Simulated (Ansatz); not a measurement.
Job for Ansatz (a quantum-chemistry and plane-wave program): R-PBE/def2-TZVPP on BH2I (SMILES BI), a point of a bond scan (R = 1.183 Å). Elements past Kr take the def2 small-core potentials; no spin–orbit coupling.

Ansatz 0.2 input:
```yaml
crystal:
  periodic: [false, false, false]
  atoms:
    - {symbol: B, position_ang: [-1.00687273, -1.52824232, 0.26334221]}
    - {symbol: H, position_ang: [-0.62513249, -2.30507998, 1.06916428]}
    - {symbol: H, position_ang: [-1.98651595, -1.65890826, -0.38610151]}
    - {symbol: I, position_ang: [0.14426438, 0.21896603, -0.03773158]}
basis:
  gaussian:
    orbitals: def2-TZVPP
    pivot_positions_ang: [[-1.00687273, -1.52824232, 0.26334221], [-0.62513249, -2.30507998, 1.06916428], [-1.98651595, -1.65890826, -0.38610151], [0.14426438, 0.21896603, -0.03773158]]
hamiltonian:
  xc: {name: PBE}
scf: {lower_state_search: off}
output: {orbitals: {seedname: ./end}}
```

The head of its log:

```
WARN ansatz: RAYON_NUM_THREADS=1 ignored (pool sized by the plan → 1); use --threads N
Functional definition: PBE
these checks for a lower state are left out or cut short: stability, starts, cluster_reference, orbital_swaps, neighbouring_geometries, increment
integrals: 0.02 GiB planned
654 factors; their error is unknown
mean field: 0.24 GiB planned
mean field evaluation 1: about -8802.3548 eV, gradient 4.3e1 eV
mean field evaluation 2: about -8792.4135 eV, gradient 7.1e1 eV
```

Question: Predict the final total energy.

Answer: -323.7036 hartree.
